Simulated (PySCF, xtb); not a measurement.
C₂H₆ClFSi, SMILES C[Si](C)(F)Cl.

Harmonic wavenumbers (cm⁻¹) from GFN2-xTB run with xtb at its own minimum, in rising order: 81, 92, 142, 147, 190, 211, 230, 471, 691, 770, 776, 807, 841, 856, 870, 1379, 1381, 1469, 1470, 1473, 1474, 3034, 3037, 3045, 3048, 3051, 3053.

Problem. What does ωB97X-D3(BJ)/def2-SVP (PySCF) give at its own minimum? (The exact figures need the calculation; the answer reports its results.)

Solution. 144, 155, 178, 183, 230, 267, 283, 526, 688, 706, 753, 802, 828, 860, 936, 1293, 1295, 1431, 1432, 1439, 1443, 3072, 3073, 3175, 3176, 3184, 3184. Paired by order, the mean absolute difference is 55 cm⁻¹ and the zero-point energies are 48.7 and 49.7 kcal/mol.
